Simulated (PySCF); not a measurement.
## Telling isomers of C$_{4}$H$_{6}$F$_{3}$PSi apart by NMR

Computational details: PBE0/pcSseg-1 with gauge-including orbitals, GFN2-xTB geometry, in PySCF (one computed conformer, rapidly exchanging positions averaged, isolated molecule, non-relativistic).

Chemical shifts δ = σref − σ; $^{1}$H and $^{13}$C vs TMS, all at this level. Splittings of carbon signals by F and P are missing where no couplings were computed. Where no couplings were computed, multiplicities follow the n + 1 count of equivalent neighbours, and m marks all less simple cases (inequivalent or close neighbours, rings, F or P nearby). Shifts are as computed. Against solution values, carbons near 30 ppm lie about +3 ppm off and those near 130 ppm about +5 ppm (rms about the fit 2.1 ppm; single classes can miss by 10 ppm). Of 1328 compounds with measured shifts, 309 miss one by over three times the rms of a fit or turn the order of signals round; such compounds aren't used in these exercises. Signals without a measured value on file couldn't be tested in this way; 1H shifts scatter by 0.2 ppm about their fit, and single ones miss by 0.5 ppm.

(1) Tabulate the signals of `C[Si@@H](P)C#CC(F)(F)F`, `FC(F)(F)CP=C=C[SiH3]` and their relative energies.

(2) What is the quickest way to tell C[Si@@H](P)C#CC(F)(F)F from FC(F)(F)CP=C=C[SiH3]?

Results:

(1) 
| SMILES | carbon types | δC | δH | E rel. (kcal/mol) |
| --- | --- | --- | --- | --- |
| C[Si@@H](P)C#CC(F)(F)F | 3×C 1×CH3 | 122.9, 101.2, 101.0, -2.4 | 4.78 (m, 1H), 1.52 (m, 2H), 0.48 (m, 3H) | 0.0 |
| FC(F)(F)CP=C=C[SiH3] | 2×C 1×CH 1×CH2 | 271.4, 136.1, 102.0, 34.8 | 6.23 (m, 1H), 4.36 (d, 3H), 2.50 (m, 2H) | 9.0 |

Energies are electronic energies at PBE0/pcSseg-1 on these geometries, without zero-point or thermal terms, each for the one conformer computed, which needn't be the lowest.

(2) Both give the same number of carbon signals, but DEPT or the intensities differ. The first has a methyl carbon bonded to Si (CH3) at -2.4 ppm, the second a cumulene carbon (C) at 271.4 ppm. Their most deshielded carbons lie at 122.9 and 271.4 ppm. In the proton spectra the most deshielded non-exchanging signals are 4.78 (m, 1H) and 6.23 (m, 1H).
